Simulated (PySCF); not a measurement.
Computed properties of OZn, SMILES [Zn]=[O]

OZn, SMILES [O]=[Zn]. Coordinates come from a PBE0-D3(BJ)/def2-TZVPD optimisation. Other conformers were not sampled. All values are computed for the isolated molecule unless a solvent is named; none is compared with measurement here.

**Structure.** The optimised structure has C∞v symmetry. All 1 harmonic modes at PBE0-D3(BJ)/def2-TZVPD (PySCF) are real, so it is a minimum.

**Vibrations.** The strongest infrared lines (harmonic, unscaled, degenerate partners summed) lie at 749 cm⁻¹ (10 km/mol, O 80 %, Zn 20 %). The softest mode is at 749 cm⁻¹ and the zero-point energy is 1.1 kcal/mol.

**Electronic structure.** B3LYP/def2-TZVPD (PySCF) places the frontier levels at -6.99 and -4.58 eV, a gap of 2.41 eV, and gives a dipole moment of 5.73 D and a mean polarisability of 37.7 bohr³. PBE/def2-TZVPD (PySCF) at the same geometry gives -5.76 and -5.16 eV, so its gap is 1.81 eV narrower. An orbital gap is neither the optical nor the fundamental gap.

**Excitations.** TDDFT-B3LYP/def2-TZVPD (PySCF) has S1 at 0.78 eV (1598 nm, f = 0.003, weak); the most intense of the 10 singlets computed lies at 6.46 eV (f = 0.25). Strengths of degenerate partners are summed. T1 (TDA) is at 0.15 eV. TDDFT-PBE/def2-TZVPD (PySCF) puts S1 at 0.83 eV.
